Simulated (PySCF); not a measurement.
Al(Cl)2(OMe) (CH3AlCl2O), SMILES C[O][Al]([Cl])[Cl].

Geometry: PBE0-D3(BJ)/def2-SVP. The structure was generated by enumeration; whether it is a known compound was not checked. Other conformers were not sampled.

Two levels are set side by side: PBE/def2-TZVP (PySCF) and PBE0/def2-TZVP (PySCF). Same geometry, gas phase. Differences are taken from unrounded values.

```csv
quantity,PBE0,PBE,PBE minus PBE0
orbital gap (eV),7.71,5.31,-2.40
highest occupied level (eV),-8.62,-7.09,1.53
lowest empty level (eV),-0.92,-1.78,-0.87
dipole moment (D),1.71,1.67,-0.04
mean polarisability (bohr³),60.6,63.8,3.2
```

PBE's occupied levels lie high since its potential decays too fast outside the molecule; exact exchange lowers them and widens the gap. Loosely held outer electrons make PBE densities more polarisable. Differences between two approximate levels are no errors against the true value.

Rough cost on one machine, each run with all the roots and properties that it gave: PBE0 against PBE within a factor of 2.
